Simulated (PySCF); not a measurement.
Species: C6H15PSi.
SMILES with atom numbers: `[CH2:1]=[P@@:2]1([CH3:3])[CH2:4][C@@H:5]([CH3:6])[C@H:7]1[SiH3:8]`

Geometry (GFN2-xTB, Å), atoms numbered from 1 in this order:
```
atom  x, y, z in Å
C1     1.3750   -0.9838    1.8533
P2     1.0523   -0.3531    0.3122
C3     2.6344    0.0707   -0.4932
C4     0.0663   -1.4887   -0.7553
C5    -1.0233   -0.4166   -0.9895
C6    -2.2524   -0.6966   -0.1421
C7    -0.2176    0.8155   -0.5227
Si8   -1.0052    2.1646    0.5436
H9     0.4728   -1.2734    2.3846
H10    2.0033   -0.3230    2.4444
H11    2.9611    1.0472   -0.1362
H12    3.3682   -0.6817   -0.2105
H13    2.5177    0.1015   -1.5752
H14    0.5984   -1.7712   -1.6658
H15   -0.2749   -2.3956   -0.2565
H16   -1.3233   -0.3394   -2.0391
H17   -2.7353   -1.6169   -0.4682
H18   -1.9643   -0.8087    0.9013
H19   -2.9712    0.1166   -0.2205
H20    0.2695    1.2847   -1.3827
H21   -1.4258    1.6380    1.8417
H22    0.0188    3.1927    0.7495
H23   -2.1492    2.7444   -0.1632
```

NICS = −σ at a ghost point: NICS(0) at the centroid of the ring atoms, NICS(1) 1 Å to either side along the normal of their mean plane, zz for the tensor component along that normal. Level: GIAO PBE0/pcSseg-1 (PySCF, non-relativistic, gas phase) on the GFN2-xTB geometry, one conformer.

Ring bond lengths (Å), with Mayer bond orders in brackets: P2–C4 1.844 (0.94), C4–C5 1.546 (0.99), C5–C7 1.544 (0.97), C7–P2 1.917 (0.74).

What do the NICS probes read (ppm)?

```json
{"ring": "P2–C4–C5–C7", "type": "4-membered ring with P; formal bonds all single", "NICS(0)": "-1.6", "NICS(1), two faces": "-0.9 / -1.1", "NICS(1)zz, two faces": "3.2 / 3.1", "rms pucker (Å)": "0.10", "centre to ring atoms, mean (Å)": "1.20"}
```

What can be read from them?

- P2–C4–C5–C7: mean NICS(1)zz 3.2 ppm, deshielded. P2, C4, C5, C7 have four or more neighbours; no verdict on aromaticity is drawn.

What field does 11.7 T along the ring normal induce along that normal at the second NICS(1) probe listed for ring P2–C4–C5–C7, 1 Å off the ring?

NICSzz × B0 = 3.1 ppm × 11.7 T = 36 μT, along the applied field.

List the ring angles and the Hirshfeld charges of the ring atoms.

- P2–C4–C5–C7: P2 76.7° (+0.361 e), C4 92.1° (-0.113 e), C5 98.0° (-0.024 e), C7 89.5° (-0.168 e); sum 356.3° against 360° for a flat convex ring.

How shielded are the nuclei of the rings and their hydrogens (means over atoms taken as equivalent)?

```json
{"atoms": "P2", "environment": "phosphorus bonded to 4 C", "σ isotropic (ppm)": "322.0"}
{"atoms": "C4", "environment": "sp3 carbon bound to phosphorus", "σ isotropic (ppm)": "137.2"}
{"atoms": "C5", "environment": "four-membered-ring carbon", "σ isotropic (ppm)": "161.1"}
{"atoms": "C7", "environment": "sp3 carbon bound to silicon", "σ isotropic (ppm)": "144.5"}
{"atoms": "H14", "environment": "methylene hydrogen", "σ isotropic (ppm)": "28.51"}
{"atoms": "H15", "environment": "methylene hydrogen", "σ isotropic (ppm)": "29.64"}
{"atoms": "H16", "environment": "methine hydrogen", "σ isotropic (ppm)": "29.49"}
{"atoms": "H20", "environment": "methine hydrogen", "σ isotropic (ppm)": "29.11"}
```

The run took about 2.2 min of CPU time (one thread, shared machine). This is the whole shielding run at PBE0/pcSseg-1, SCF included.
